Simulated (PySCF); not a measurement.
BH2IO, SMILES IBO.

Coordinates come from a r2SCAN-D4/def2-TZVP optimisation. The def2 effective core potentials stand for the cores of I; spin–orbit coupling is left out. The values are those of a single conformer.

These are TDDFT-PBE0/def2-SVPD run with PySCF values and carry that method's errors.

Vertical excitations.  State labels are in the subgroup Cs.

| state | symmetry | energy (eV) | λ (nm) | f | main pairs |
|---|---|---|---|---|---|
| S1 | A" | 5.32 | 233 | 0.000 | HOMO→LUMO 100 % |
| S2 | A' | 5.93 | 209 | 0.066 | HOMO−1→LUMO 92 % |
| S3 | A" | 6.53 | 190 | 0.000 | HOMO−2→LUMO 93 % |
| S4 | A' | 6.54 | 190 | 0.015 | HOMO→LUMO+2 51 %, HOMO→LUMO+1 44 % |
| S5 | A" | 6.66 | 186 | 0.000 | HOMO−1→LUMO+1 62 %, HOMO−1→LUMO+2 29 % |
| S6 | A' | 6.78 | 183 | 0.127 | HOMO→LUMO+1 48 %, HOMO→LUMO+2 47 % |
| S7 | A" | 6.94 | 179 | 0.064 | HOMO−1→LUMO+2 66 %, HOMO−1→LUMO+1 32 % |
| S8 | A' | 7.65 | 162 | 0.018 | HOMO→LUMO+3 91 % |
| S9 | A" | 7.88 | 157 | 0.047 | HOMO−1→LUMO+3 87 % |
| S10 | A" | 7.97 | 156 | 0.015 | HOMO→LUMO+4 90 % |
| T1 | A' | 5.15 | 241 | 0 | HOMO−1→LUMO 99 % |
| T2 | A" | 5.16 | 240 | 0 | HOMO→LUMO 98 % |
| T3 | A" | 5.94 | 209 | 0 | HOMO−2→LUMO 81 % |
| T4 | A' | 5.95 | 208 | 0 | HOMO→LUMO+1 53 %, HOMO→LUMO+2 38 % |
Triplets are in the Tamm–Dancoff approximation, which puts them higher than full response would, so one can lie above its singlet here.
